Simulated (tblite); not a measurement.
Run record: molecular-dynamics run, `CC#[N+][BH2-]SC`.

Computed with GFN2-xTB (tblite), gas phase: Langevin dynamics at 300 K from the optimised GFN2-xTB geometry, time step 0.5 fs, friction 0.01 fs⁻¹, 2000 steps. The input is one job of a driver script: a line of settings, then coordinates in Å. «temperature» is in K, «steps» counts time steps and «every» is the stride of the printed frames; «frames» go on to single points.

Command:
```bash
OMP_NUM_THREADS=1 python probes_run.py task.json out
```

Input:
```
{"job": {"kind": "md", "xc": "GFN2-xTB", "basis": "xTB", "temperature": 300, "steps": 2000, "every": 50, "frames": 5}, "charge": 0, "multiplicity": 1}
C     -2.537275    -0.074908     0.884994
C     -1.513746     0.337981    -0.021025
N     -0.673339     0.685567    -0.727493
B      0.530984     1.197851    -1.407732
S      1.690324     1.554448     0.083185
C      2.327024    -0.120890     0.409071
H     -2.953505    -1.031702     0.568932
H     -2.120333    -0.176714     1.887983
H     -3.330166     0.673044     0.903832
H      0.243138     2.213913    -1.939367
H      0.968411     0.344824    -2.102746
H      2.839957    -0.492602    -0.473793
H      1.506525    -0.785052     0.672264
H      3.021323    -0.046208     1.239729
```

Output:
```
t/fs     T/K      E/eV
    0.0   232.4   -486.87703
   25.0   157.4   -486.56621
   50.0   211.2   -486.63755
   75.0   215.9   -486.48381
  100.0   235.3   -486.41706
  125.0   277.2   -486.53024
  150.0   219.4   -486.42174
  175.0   315.6   -486.49806
  200.0   336.4   -486.49320
  225.0   314.4   -486.42346
  250.0   255.7   -486.49183
  275.0   272.5   -486.47416
  300.0   234.7   -486.47403
  325.0   290.7   -486.56422
  350.0   268.9   -486.59429
  375.0   262.3   -486.54652
  400.0   219.4   -486.42220
  425.0   271.7   -486.42955
  450.0   105.5   -486.26989
  475.0   249.0   -486.45195
  500.0   267.1   -486.46591
  525.0   245.7   -486.32459
  550.0   333.8   -486.47249
  575.0   364.9   -486.39201
  600.0   333.3   -486.40848
  625.0   301.2   -486.35551
  650.0   402.3   -486.23631
  675.0   320.5   -486.05454
  700.0   424.8   -486.12889
  725.0   439.2   -486.33747
  750.0   345.9   -486.36733
  775.0   225.4   -486.40253
  800.0   268.6   -486.44158
  825.0   231.7   -486.36347
  850.0   269.9   -486.27849
  875.0   337.7   -486.50883
  900.0   314.7   -486.48178
  925.0   275.0   -486.45557
  950.0   321.5   -486.52563
  975.0   269.5   -486.38261
 1000.0   288.9   -486.39427
```

E is the potential energy; T comes from the kinetic energy over all 3N coordinates.

Problem. Sum up the printed frames.

Solution. 41 frames over 1000 fs. T runs from 106 K (450 fs) to 439 K (725 fs), with a mean of 281 K over all frames and 313 K from 500 fs on. E starts at -486.877 eV, peaks 0.822 eV above that at 675 fs, and averages 0.507 eV above it from 500 fs on.

Problem. Give the last frame.

Solution. 0.94 Å rms from the start after alignment:
```
atom  x, y, z in Å  |  force x, y, z in eV/Å
C1     -2.622    0.678    0.792    1.025   0.368   0.750
C2     -1.312    0.815    0.196   -0.337  -0.372  -0.236
N3     -0.269    0.869   -0.305   -1.292   0.023   1.295
B4      1.154    1.100   -0.326    0.978   0.109  -0.172
S5      1.992   -0.188    0.916   -0.650   0.551   0.090
C6      2.451   -1.624   -0.056    0.013  -0.781  -1.253
H7     -3.384    0.579    0.025   -0.105   0.038   0.130
H8     -2.589   -0.221    1.462   -0.211   0.806  -0.528
H9     -2.740    1.621    1.402   -0.260  -1.028  -0.514
H10     1.313    2.252    0.081    0.095  -0.898  -0.433
H11     1.455    0.750   -1.409    0.558   0.376  -0.251
H12     1.657   -2.384   -0.303    0.345   1.199   0.037
H13     3.149   -2.159    0.529    0.668  -0.581   1.111
H14     3.070   -1.361   -0.932   -0.828   0.189  -0.027
```

Cost: about 29 s of CPU time on one thread; the machine was shared, so the figure is rough.
